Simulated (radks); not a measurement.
Values are calculated unless marked as measured or tabulated.
The zinc ion Zn11+, 19 electrons, occupied as [Ar] 3d1 (the NIST ground configuration). Code: a radial shooting solver on a logarithmic mesh with Libxc functionals. Model: scalar-relativistic Kohn-Sham, PBE, spin-polarised, spherical densities, point nucleus; open shells are filled with parallel spins first.

Normalised radial functions P(r) = r R(r), r in bohr:

r,2p up,3p up,3p down
0.002346,0.0050,0.0022,0.0022
0.002624,0.0062,0.0027,0.0027
0.002935,0.0076,0.0034,0.0034
0.003309,0.0095,0.0042,0.0042
0.003701,0.0117,0.0052,0.0052
0.00414,0.0144,0.0064,0.0064
0.00463,0.0177,0.0079,0.0078
0.005179,0.0218,0.0097,0.0097
0.005793,0.0268,0.0119,0.0119
0.006479,0.0329,0.0146,0.0146
0.007247,0.0404,0.0180,0.0179
0.008106,0.0496,0.0221,0.0220
0.009067,0.0608,0.0270,0.0270
0.01022,0.0755,0.0336,0.0335
0.01143,0.0923,0.0410,0.0409
0.01279,0.1126,0.0501,0.0499
0.01431,0.1371,0.0609,0.0607
0.016,0.1666,0.0740,0.0737
0.0179,0.2018,0.0896,0.0893
0.02002,0.2438,0.1082,0.1078
0.02239,0.2935,0.1301,0.1297
0.02504,0.3520,0.1559,0.1554
0.02801,0.4204,0.1859,0.1853
0.03133,0.4997,0.2206,0.2198
0.03533,0.5977,0.2632,0.2624
0.03951,0.7022,0.3083,0.3073
0.0442,0.8194,0.3585,0.3573
0.04943,0.9492,0.4133,0.4120
0.05529,1.0904,0.4720,0.4704
0.06185,1.2413,0.5331,0.5314
0.06917,1.3990,0.5948,0.5928
0.07737,1.5591,0.6541,0.6519
0.08654,1.7162,0.7075,0.7051
0.0968,1.8636,0.7505,0.7479
0.1091,2.0018,0.7790,0.7763
0.1221,2.1031,0.7829,0.7800
0.1365,2.1689,0.7585,0.7556
0.1527,2.1913,0.6999,0.6971
0.1708,2.1643,0.6025,0.5999
0.1911,2.0850,0.4634,0.4611
0.2137,1.9540,0.2827,0.2807
0.239,1.7763,0.0640,0.0627
0.2674,1.5615,-0.1843,-0.1849
0.2991,1.3228,-0.4497,-0.4495
0.3345,1.0758,-0.7155,-0.7143
0.3771,0.8203,-0.9789,-0.9767
0.4218,0.6051,-1.1831,-1.1806
0.4718,0.4224,-1.3280,-1.3255
0.5278,0.2773,-1.3996,-1.3976
0.5903,0.1701,-1.3920,-1.3908
0.6603,0.0967,-1.3086,-1.3084
0.7385,0.0505,-1.1623,-1.1632
0.826,0.0241,-0.9735,-0.9754
0.9239,0.0103,-0.7665,-0.7692
1.033,0.0039,-0.5651,-0.5682
1.165,0.0012,-0.3766,-0.3797
1.303,0.0004,-0.2377,-0.2402
1.458,0.0001,-0.1374,-0.1392
1.63,0.0000,-0.0720,-0.0731
1.824,0.0000,-0.0338,-0.0344
2.04,0.0000,-0.0141,-0.0144

2p up: eigenvalue -1332.9 eV, 0 radial nodes, <r> = 0.198 bohr, 90 % of the charge inside 0.323 bohr. 3p up: eigenvalue -365.69 eV, 1 radial node at r = 0.246 bohr, <r> = 0.616 bohr, 90 % of the charge inside 0.921 bohr. 3p down: eigenvalue -363.56 eV, 1 radial node at r = 0.246 bohr, <r> = 0.617 bohr, 90 % of the charge inside 0.923 bohr.
